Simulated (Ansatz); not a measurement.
Reaction (cleavage of the Si–Ge bond): `N[SiH](Cl)[GeH2][F]` + HCl → `N[SiH](Cl)Cl` + `[F][GeH3]`

Calculated with Ansatz (gas phase, PBE0-D4/def2-TZVP geometries, no zero-point term in ΔE). CCSD(T)/CBS adds triple-zeta CCSD(T) − MP2 to the extrapolated MP2 energy (def2 sets, frozen cores). This one scheme is used for every species. DFT in def2-TZVPP. For Ge outer-core shells are correlated without core-valence functions, which leaves a few kJ/mol of doubt a bond. Scalar relativity is left out up to krypton. One conformer a species, not always the lowest.

CCSD(T)/CBS gives -0.97 eV.

Task: Another level gave -1.00 eV. Which?
A. B2PLYP/def2-TZVPP
B. MP2/def2-TZVPP
C. PBE0/def2-TZVPP
D. HF/def2-TZVPP

Result: A. B2PLYP -1.00, MP2/def2-TZVPP -1.04, PBE0 -0.92, HF/def2-TZVPP -1.15 eV.

Largest T1 diagnostic among the species: 0.012.

From PBE to PBE0 (25 % exact exchange), in def2-TZVPP and without D4, ΔE moves by −0.07 eV. In def2-TZVPP, CCSD(T) changes the Hartree–Fock value by +0.20 eV (the triples alone add +0.02 eV) and MP2 by +0.11 eV. The D4 term adds +0.03 eV with B3LYP and +0.02 eV with PBE0; it sums over pairs of atoms, weighted by their polarisabilities, and B3LYP, whose exchange is more repulsive, gets the larger term.

B3LYP here is the variant with VWN-RPA as its local correlation; programs differ in this.
